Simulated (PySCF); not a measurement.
Isomers of C7H13ClOSi, one GFN2-xTB conformer each. Single-point energies are computed at PBE0/pcSseg-1 (PySCF, gas phase, no added dispersion term), electronic only.

Question: Rank them by PBE0/pcSseg-1 energy, lowest first (kcal/mol).
A. `[CH3:1][C:2]#[C:3][CH2:4][Si@H:5]([CH2:6][Cl:7])[O:8][CH2:9][CH3:10]` with C3–C4–Si5–C6 -67°, C4–Si5–C6–Cl7 175°, C4–Si5–O8–C9 176°, Si5–O8–C9–C10 -153°
B. `[CH3:1][C@@:2]1([C:3](=[O:4])[Cl:5])[CH2:6][CH2:7][C@@H:8]([SiH3:9])[CH2:10]1` with C1–C2–C3–O4 -120°, C1–C2–C6–C7 120°, C2–C6–C7–C8 27°, C6–C7–C8–Si9 -166°, C7–C8–C10–C2 40°
C. `[CH3:1][CH:2]([CH3:3])[CH2:4][O:5][C:6]1=[C:7]([SiH2:8][Cl:9])[CH2:10]1` with C1–C2–C4–O5 66°, C2–C4–O5–C6 -98°, C4–O5–C6–C7 -4°, C6–C7–Si8–Cl9 -137°

Answer: B (0.0), A (18.2), C (30.3).

As drawn, the lowest has a C=O bond and a quaternary carbon, which the highest lacks; the highest has a three-membered ring and a C=C bond outside aromatic rings, which the lowest lacks. GFN2-xTB itself gives, in the same order: 0.0, 27.0, 28.8. Both levels put the same isomer lowest; measured from each level's own lowest isomer, the values differ by up to 8.8 kcal/mol (CC#CC[Si@H](CCl)OCC: 27.0 against 18.2).

Which frontier levels, dipoles and rotational constants go with these structures?

```json
{"SMILES": "C[C@@]1(C(=O)Cl)CC[C@@H]([SiH3])C1", "HOMO (eV, PBE0/pcSseg-1)": "-8.36", "LUMO (eV)": "-0.94", "dipole (D)": "2.78", "A, B, C (MHz)": "2022, 520.9, 495.8"}
{"SMILES": "CC#CC[Si@H](CCl)OCC", "HOMO (eV, PBE0/pcSseg-1)": "-6.99", "LUMO (eV)": "0.51", "dipole (D)": "1.06", "A, B, C (MHz)": "1265, 461.3, 353.1"}
{"SMILES": "CC(C)COC1=C([SiH2]Cl)C1", "HOMO (eV, PBE0/pcSseg-1)": "-6.65", "LUMO (eV)": "-0.28", "dipole (D)": "3.42", "A, B, C (MHz)": "1672, 437.7, 385.8"}
```
